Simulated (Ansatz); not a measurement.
Abridged output of a molecular run in Ansatz:

```
Functional definition: HF
1541 factors; integrals over basis functions are off by at most 3.2e-4 eV
mean field evaluation 1: about -25494.5739 eV, gradient 5.1e1 eV
mean field evaluation 2: about -25494.5781 eV, gradient 5.1e1 eV
mean field evaluation 4: about -25499.0761 eV, gradient 3.2e0 eV
mean field evaluation 8: about -25499.0982 eV, gradient 5.2e-5 eV
mean field -25499.09816771 eV, -937.0745737537 hartree, gradient 1.4e-6 eV, S^2 0.000000; 0 other end points of the search recorded, 0 dependent functions left out
11 core orbitals not correlated: weight in the atoms' cores, before any rotation towards them, 1.000 or more for the frozen orbitals, at most 0.000 for the correlated occupied ones
reference -25499.09816771 eV, -937.0745737537 hartree; 24, 24 occupied and 127, 127 virtual orbitals, 1541 factors
second order -36.02161998 eV of doubles, -0.00000000 eV of singles
cycle   1  -35.37759103 eV  change    6.4e-1 eV  update   1.3e-1
cycle   2  -36.11889324 eV  change   -7.4e-1 eV  update   3.4e-2
cycle   3  -36.27583044 eV  change   -1.6e-1 eV  update   1.7e-2
cycle   4  -36.26256246 eV  change    1.3e-2 eV  update   2.6e-3
cycle   5  -36.25834173 eV  change    4.2e-3 eV  update   1.2e-3
cycle   6  -36.25891162 eV  change   -5.7e-4 eV  update   2.8e-4
cycle   7  -36.25897094 eV  change   -5.9e-5 eV  update   9.8e-5
cycle   8  -36.25888159 eV  change    8.9e-5 eV  update   2.8e-5
cycle   9  -36.25885769 eV  change    2.4e-5 eV  update   7.4e-6
perturbative correction -0.82468503 eV, -0.0303066157 hartree
Total energy: -25536.18171042 eV, -938.4373688123 hartree
```

Its atoms:

Cartesian coordinates in Å:
```
F -1.0713 1.1824 0.2716
P 0.0000 0.0000 0.0000
F 0.2513 -0.1382 1.5929
F 1.1869 1.0965 -0.0921
F -0.2513 0.1381 -1.5929
F -1.1869 -1.0965 0.0921
F 1.0713 -1.1824 -0.2716
```

(1) Which basis set was used?
A. def2-TZVPPD
B. def2-SVPD
C. cc-pV(Q+d)Z
D. def2-SVP

(2) Write the keys of the input that set method, charge and spin (a neutral closed shell needs none for the last two).

## Answers

(1) B. It gives 162 functions.

(2) 
```yaml
total_charge: -1
correlation: {method: ccsd_t}
```
